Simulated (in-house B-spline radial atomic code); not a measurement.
Configurations of O III (O2+), with energies counted from [He] 2s2 2p2. Level of theory: Dirac-Hartree-Fock, average of configuration, Fermi nucleus of rms radius 2.6991 fm; calculated with an all-electron radial atomic-structure program (B-spline basis). Energies include first-order Breit, QED and recoil terms.

Occupations are held fixed; configurations that lie above the ionisation limit could autoionise.

```tsv
configuration	E - E(ref) (eV)	highest orbital	its <r> (bohr)
[He] 2s1 2p3	15.666	2p3/2	1.005
[He] 2s2 2p1 5s1	46.894	5s1/2	9.809
[He] 2s2 2p1 5d1	48.122	5d5/2	11.14
[He] 2s2 2p1 6d1	49.674	6d5/2	16.56
[He] 2s2 2p1 6f1	49.75	6f7/2	15.98
[He] 2s1 2p2 5f1	61.686	5f7/2	10.48
[He] 2s1 2p2 5g1	61.691	5g9/2	9.166
[He] 2s1 2p2 6d1	63.107	6d5/2	16.56
[He] 2s1 2p2 6g1	63.188	6g9/2	14.67
```

(1) Order these further configurations by energy, lowest first.
A. [He] 2s2 2p1 4d1
B. [He] 2s2 2p1 5f1
C. [He] 2s2 2p1 6s1
D. [He] 2s2 2p1 3d1
E. [He] 2s2 2p1 4f1

(2) How far above the reference does [He] 2s1 2p2 4d1 lie?

(3) How far above the reference does [He] 2s2 2p1 3s1 lie?

(4) How far above the reference does [He] 2s2 2p1 6g1 lie?

Results:

(1) D (39.051 eV), A (45.252 eV), E (45.496 eV), B (48.252 eV), C (48.994 eV).

(2) 58.683 eV; its least bound orbital is 4d5/2 with <r> = 6.707 bohr.

(3) 31.926 eV; its least bound orbital is 3s1/2 with <r> = 2.944 bohr.

(4) 49.754 eV; its least bound orbital is 6g9/2 with <r> = 14.67 bohr.
